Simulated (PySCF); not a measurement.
Geometry:
```
atom   x (Å)   y (Å)   z (Å)
 Si1   0.467   0.005   0.175
  C2   1.046  -0.195   1.948
  C3   0.847   0.758   2.865
  H4   1.626  -1.078   2.251
  H5   0.295   1.673   2.620
  H6   1.224   0.677   3.892
  C7   1.976   0.236  -0.912
  C8   2.338  -0.676  -1.823
  H9   2.636   1.103  -0.766
 H10   1.730  -1.571  -1.998
 H11   3.246  -0.579  -2.428
 N12  -0.551   1.401  -0.003
 C13  -1.864   1.412   0.589
 C14  -0.237   2.581  -0.761
 H15  -1.996   2.253   1.298
 H16  -2.044   0.477   1.142
 H17  -2.660   1.503  -0.177
 H18   0.751   2.492  -1.234
 H19  -0.974   2.755  -1.571
 H20  -0.228   3.493  -0.131
 N21  -0.450  -1.406  -0.268
 C22  -1.207  -1.413  -1.493
 C23  -0.449  -2.662   0.429
 H24  -0.797  -2.115  -2.247
 H25  -1.218  -0.408  -1.942
 H26  -2.260  -1.708  -1.313
 H27   0.077  -2.580   1.390
 H28  -1.481  -2.999   0.650
 H29   0.037  -3.472  -0.152
```

PySCF 2.14.0 with density-fitted response routines calculation with shielding tensors at PBE0/pcSseg-1 (GIAO) and PBE0-D3(BJ)/def2-SVP structure; rapidly exchanging positions averaged, isolated molecule, no relativistic terms, a single conformation.

δ = σ(ref) − σ, references computed at the same level: $^{13}$C (184.41 ppm), $^{1}$H (31.27 ppm), $^{29}$Si (351.99 ppm) against TMS; $^{15}$N (265.67 ppm) against NH3.

| atoms | nucleus | count | δ (ppm) |
| --- | --- | --- | --- |
| C13/C14/C22/C23 | $^{13}$C | 4 | ? |
| C3/C8 | $^{13}$C | 2 | 143.1 |
| Si1 | $^{29}$Si | 1 | -15.0 |
| H5/H6/H10/H11 | $^{1}$H | 4 | ? |
| N12/N21 | $^{15}$N | 2 | 24.0 |
| H15/H16/H17/H18/H19/H20/H24/H25/H26/H27/H28/H29 | $^{1}$H | 12 | 2.52 |
| H4/H9 | $^{1}$H | 2 | 6.31 |
| C2/C7 | $^{13}$C | 2 | 144.5 |

Question: Complete the table.

Answer: 
- C13/C14/C22/C23: 38.7 ppm, carbon bonded to N, 3 H
- H5/H6/H10/H11: 6.15 ppm, hydrogen on a carbon bonded to C

Shifts are as computed. Against solution values, carbons near 30 ppm lie about +2 ppm off and those near 130 ppm about +5 ppm (rms about the fit 1.9 ppm; single classes can miss by 10 ppm). Of 1328 compounds with measured shifts, 309 miss one by over three times the rms of a fit or turn the order of signals round; such compounds aren't used in these exercises. Signals without a measured value on file couldn't be tested in this way; 1H shifts scatter by 0.2 ppm about their fit, and single ones miss by 0.5 ppm. Experimental scales use liquid or dissolved standards, which lie at an offset from isolated NH3 (liquid NH3: subtract about 20 ppm).
